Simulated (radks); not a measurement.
Task: All-electron atom: V in [Ar] 3d3 4s2. All-electron calculation, Dirac Kohn-Sham, PBE, spin-unpolarised, spherical densities, point nucleus; open shells are shared between the two j in proportion to 2j + 1; speed of light set to 13703.6 atomic units (100 times the physical value, a model run). Program: a radial shooting solver on a logarithmic mesh with Libxc functionals.

Spin-orbit splittings of the eigenvalues, e(l+1/2) - e(l-1/2), with zeta = 2 splitting/(2l+1) and mean radii in bohr:

| shell | occ. | splitting (eV) | zeta (eV) | <r> j=l-1/2 | <r> j=l+1/2 |
|---|---|---|---|---|---|
| 2p | 6 | ? | ? | 0.2751 | 0.2751 |
| 3p | 6 | 0.00008173 | 0.00005449 | 1.019 | 1.019 |
| 3d | 3 | 6.670e-06 | 2.668e-06 | 1.436 | 1.436 |

Estimate the 2p splitting.

Result: 0.0006991 eV (zeta = 0.0004661 eV).
